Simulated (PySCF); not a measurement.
# Dipole moment and polarisability of n-GeGeSiSiH10

Compound: n-GeGeSiSiH10.
Cartesian coordinates in Å at the PBE0-D3(BJ)/def2-SVP level; atoms count from 1:
```
atom  x, y, z in Å
Ge1   -1.020   -2.191    0.279
Ge2    1.118   -1.161   -0.226
Si3    1.108    1.088    0.564
Si4   -0.616    2.256   -0.512
H5    -2.120   -1.543   -0.584
H6    -0.990   -3.702   -0.008
H7    -1.371   -1.974    1.762
H8     2.260   -1.964    0.429
H9     1.335   -1.173   -1.752
H10    0.855    1.075    2.039
H11    2.426    1.751    0.312
H12   -1.920    1.582   -0.220
H13   -0.691    3.676   -0.051
H14   -0.393    2.236   -1.990
```

Level: CAM-B3LYP/def2-SVPD (PySCF), static field, nuclei fixed, core orbitals frozen in the response. The polarisability tensor in these axes (au):

```
x   129.93   3.09   1.77
y     3.09 150.20  -2.19
z     1.77  -2.19 110.03
```

Question: What are the eigenvalues, a third of the trace, and Δα (Δα² = ½Σ(αi − αj)² over the three pairs)?

Answer: Principal values 109.72, 129.68 and 150.75 au; mean 130.05 au = 19.27 Å³ = 21.44 × 10⁻⁴⁰ C²·m²/J; Δα = 35.54 au (27 % of the mean).

Question: What is the dipole moment?

Answer: 0.18 D at this geometry.

Question: What molar refraction does this α imply?

Answer: Lorentz–Lorenz: R = (4π/3)N_A α = 2.5225 cm³/(mol·Å³) × 19.27 Å³ = 48.6 cm³/mol, in the limit of long wavelengths.

Question: In TDDFT the mean static polarisability is Σ f/ω² over all singlet excitations (ω in hartree). How much of it do the 15 lowest give? Their energies (eV) and oscillator strengths: 6.68, 0.0682; 6.74, 0.2496; 6.95, 0.0515; 7.04, 0.1497; 7.13, 0.0176; 7.18, 0.1486; 7.27, 0.2217; 7.36, 0.0617; 7.44, 0.0594; 7.59, 0.0134; 7.59, 0.0272; 7.77, 0.1190; 7.78, 0.0664; 7.85, 0.0801; 7.96, 0.0070.

Answer: They add up to 19.21 au, 14.8 % of the 130.05 au; the largest single term is 4.07 au, from the state at 6.74 eV. Terms in order: 1.13, 4.07, 0.79, 2.24, 0.26, 2.14, 3.11, 0.84, 0.80, 0.17, 0.35, 1.46, 0.81, 0.96, 0.08 au. Higher excitations give the rest. The strengths listed sum to 1.341.

Question: Directions of the eigenvectors, and the extent of the frame along each?

Answer: Largest value along (0.14, 0.99, -0.05), where the nuclei span 7.34 Å; middle along (0.99, -0.14, 0.10), 4.67 Å; least along (-0.10, 0.06, 0.99), 3.95 Å. The response follows the extents in order.

The structure is a single PBE0-D3(BJ)/def2-SVP conformer in the gas phase; no vibrational or solvent corrections. The calculation is non-relativistic, for germanium too.
